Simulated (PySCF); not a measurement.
Vertical excitation energies

Species: (F3Sn)2Se.
Geometry (PBE0-D3(BJ)/def2-SVP, Å), atoms numbered from 1 in this order:
```
atom  x, y, z in Å
Sn1   -1.4306   -0.3719    1.0942
F2    -1.3945   -1.6332    2.5248
F3    -2.6892    0.9360    1.6811
F4     0.3530    0.5142    1.1040
Se5   -1.1479   -0.9972   -1.2737
Sn6    1.1270    0.1936   -1.0789
F7     1.1191    2.1034   -1.0515
F8     1.6460   -0.1592   -2.8976
F9     2.5498   -0.6552   -0.1279
```

Method: PySCF, TDDFT CAM-B3LYP/def2-SVPD, vertical, gas phase, core orbitals frozen in the response, def2 core potentials past Kr. Spin–orbit coupling is left out.

Problem. What does the calculation give for the low-lying excited states?

Solution. 

```tsv
state	E (eV)	ν̃ (cm⁻¹)	f	main configurations (H = HOMO, L = LUMO)
S1	3.68	29700	0.0083	H→L (95%)
S2	4.38	35340	0.0057	H→L+1 (95%)
S3	5.28	42550	0.018	H-1→L (92%)
S4	6.07	49000	0.341	H-2→L (53%), H-1→L+1 (35%)
S5	6.38	51430	0.102	H-1→L+1 (39%), H-2→L+1 (24%), H-2→L (24%)
S6	6.52	52610	0.0005	H→L+2 (95%)
S7	6.62	53430	0.013	H-3→L+1 (54%), H-3→L (19%), H-2→L+1 (9%)
S8	6.63	53490	0.043	H-2→L+1 (41%), H-3→L+1 (12%), H→L+3 (10%)
S9	6.88	55470	0.011	H-9→L (88%)
S10	6.90	55630	0.052	H-4→L+1 (45%), H-4→L (20%), H-2→L+1 (14%)
```

Triplets, Tamm–Dancoff:

```tsv
state	E (eV)	λ (nm)	main configurations (H = HOMO, L = LUMO)
T1	3.20	387.8	H→L (94%)
T2	3.99	310.4	H→L+1 (94%)
T3	4.72	262.4	H-1→L (57%), H-2→L (34%)
T4	4.93	251.6	H-1→L+1 (51%), H-2→L (32%), H-1→L (11%)
```

The lowest singlet lies at 3.68 eV (337 nm, ultraviolet) and is weak; its leading configuration is HOMO→LUMO (95%). The strongest level in the table is S4 at 6.07 eV (204 nm, f = 0.341). S7/S8 lie within about 0.01 eV of each other. Löwdin shares by element: HOMO selenium 83%, tin 13%; LUMO selenium 32%, tin 30% or more, fluorine 24% or more. Of the 10 states listed, 7 reach f = 0.01 and none stays under 0.0005. Weighted by f, the mean energy of these states is 6.19 eV. No computed singlet lies in the visible range (380 to 750 nm); the lowest, at 337 nm, stands 0.42 eV above its violet end (3.26 eV); a Tamm–Dancoff triplet lies at 388 nm, without intensity as long as spin–orbit coupling is left out. All these states lie below the vertical ionisation energy of 11.44 eV (ΔSCF). Singlets were solved by full linear response, triplets in the Tamm–Dancoff approximation.

Time: 3.8 min wall (grids of density and orbitals included); peak memory 1.6 GiB. Hardware: an Arm Neoverse V2 with one thread, on a shared host.
